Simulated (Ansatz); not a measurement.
SiB8, relaxed as a singlet with RKS B3LYP-D4/def2-SVP in Ansatz, starting from the GFN2-xTB geometry. Force threshold 0.02 eV/Å.

The restricted singlet is unstable towards broken spin symmetry in Hartree–Fock (as tested in another run); at B3LYP-D4/def2-SVP this wasn't settled. Another isomer (singlet) lies 0.77 eV lower at PBE0-D4/def2-TZVP; other spin states weren't run for this one.

Start:

```xyz
9

Si   -0.869    0.096   -2.208
B     0.318   -1.236   -1.793
B     0.771   -0.091    1.975
B     0.958   -1.430   -0.447
B     0.133   -0.012    0.335
B    -1.413    1.361   -1.000
B    -0.212    1.040    1.694
B     1.273   -1.161    1.013
B    -0.960    1.433    0.432
```

(1) Estimate the energy that the relaxation releases and the steps that it takes.

(2) Does the start keep its bonding and symmetry?

(3) Predict the relaxed structure.

## Answers

(1) 48.8 kJ/mol, in 17 steps; 33 s on 4 threads of Intel Xeon Platinum 8223CL on a shared host. No frequencies were taken in this run, so the end may be a saddle point.

(2) By distances, no bond broke or formed. The bond that changes most is B5–B9, from 1.81 to 1.96 Å (atoms count from 1). Point group C2v at the start, Cs at the end, both within 0.05 Å.

(3) 
```tsv
atom	x (Å)	y (Å)	z (Å)
Si1	-1.232	-0.189	-2.071
B2	0.451	-0.934	-1.728
B3	0.676	-0.141	1.932
B4	1.132	-1.515	-0.484
B5	0.033	-0.039	0.201
B6	-1.083	1.357	-1.025
B7	-0.265	1.055	1.696
B8	1.257	-1.218	0.998
B9	-0.970	1.624	0.480
```
Bond lengths: 11 × B–B 1.52 to 1.96 Å; 2 × B–Si 1.87 Å.
